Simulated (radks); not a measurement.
The numbers below are computed, except where a source is named.
The boron ion B+ inside a hard spherical wall (all orbitals vanish at R), configuration held at [He] 2s2 and not refilled when levels cross. Level of theory: non-relativistic Kohn-Sham, r2SCAN, spin-polarised, spherical densities, point nucleus; meta-GGA in the generalised Kohn-Sham scheme (a radial shooting solver on a logarithmic mesh with Libxc functionals). Eigenvalues in eV for spin up, with the zero of energy where the potential of the charges vanishes at infinity; a dash marks a level that is unbound or too diffuse for the functional's potential to be trusted. A positive occupied level is held by the wall or, in an anion where self-interaction has pushed it up, behind a barrier. The pressure on the wall is -dE/dV.

R (bohr)  E (hartree)  kinetic (hartree)    e(1s)    e(2s)  e(2p, empty)  e(3s, empty)  pressure (GPa)
free        -24.31621             24.241  -196.73  -19.726       -12.965             -               0
10          -24.31621             24.241  -196.73  -19.726       -12.965        -1.700        < 0.0001
8           -24.31620             24.241  -196.73  -19.725       -12.963        -1.106        0.000827
5           -24.31047             24.292  -196.39  -19.491       -12.629         5.321            1.07
4           -24.27625             24.501  -195.15  -18.519       -11.428        15.983            11.1
3.5         -24.21436             24.797  -193.61  -17.089        -9.827        27.150            36.1
2.5         -23.66556             26.655  -186.01   -6.966        -0.193        83.389             461
